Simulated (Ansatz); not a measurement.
A structure drawn as `C[Si]1([SeH])CO1`, with this starting geometry:

```xyz
11

C     1.3859   -1.0536    0.1278
Si    0.1916    0.2868   -0.0403
Se    0.7679    2.2798    0.8489
C    -1.6029    0.0003   -0.5843
O    -1.3208   -0.2302    0.7205
H     1.4521   -1.4274    1.2281
H     2.3883   -0.7610   -0.1788
H     1.0383   -1.9661   -0.4526
H    -0.4495    2.9821    0.2170
H    -2.1581    0.8746   -0.7707
H    -1.6928   -0.9852   -1.1156
```

The species carries charge 0 and has multiplicity 1.

Task: Relax it with Ansatz at PBE-D4/def2-SVP and then PBE0-D4/def2-TZVP. Is the drawn bonding still there?

Result: Yes, every drawn bond is still there and no new one forms.

Task: Give the relaxed structure. (Best estimate.)

Result: The calculation gave: 
Z-matrix (Å, degrees):
```
C
Si 1 1.850
H 1 1.092 2 109.5
H 1 1.093 2 110.5 3 -119.6
H 1 1.092 2 111.0 3 120.3
Se 2 2.260 1 109.2 3 -179.3
C 2 1.802 1 124.9 3 -19.0
O 2 1.653 1 118.7 3 41.4
H 6 1.468 2 92.1 1 -179.3
H 7 1.088 2 122.0 1 -160.3
H 7 1.089 2 123.1 1 2.6
```
No frequency check was run.

Atoms count as bonded under 1.1 times the sum of their covalent radii (H–H under 0.85 Å, pairs among N, O and F under 1.55 Å), and a drawn bond as lost past 1.3 times.
